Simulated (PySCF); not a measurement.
Species: C7H9F2P.
SMILES: `CC(C)C1=CC(F)=C(F)P1`

Torsions of this conformer, `[CH3:1][CH:2]([CH3:3])[c:4]1[cH:5][c:6]([F:7])[c:8]([F:9])[pH:10]1`: C1–C2–C4–C5 -9°.

The closed-shell ground state was solved at several levels (PySCF, density fitting, gas phase, non-relativistic). One conformer (not necessarily the lowest) at the PBE0-D3(BJ)/def2-SVP geometry, without solvent, vibrations or thermal averaging.

```tsv
level	basis functions	HOMO (eV)	LUMO (eV)	gap (eV)	dipole (D)
PBE0/pcSseg-1	222	-6.52	-1.30	5.22	3.15
CAM-B3LYP/def2-SVPD	282	-7.85	-0.25	7.60	3.29
```

(1) Estimate the row for PBE/pcSseg-1, a basis of 222 functions; the other rows only guide the guess.

(2) Over all these levels, which gives the widest orbital gap and which the narrowest?

(3) How far do the dipole and the HOMO energy spread over the levels?

## Answers

(1) HOMO -5.37 eV, LUMO -2.08 eV, gap 3.29 eV, dipole 2.82 D.

(2) CAM-B3LYP/def2-SVPD (range-separated hybrid) has the widest, 7.60 eV, and PBE/pcSseg-1 (GGA) the narrowest, 3.29 eV. Functional and basis both differ between the two, so the spread mixes both effects.

(3) The dipole runs from 2.82 to 3.29 D (mean 3.09 D) and the HOMO from -7.85 to -5.37 eV.
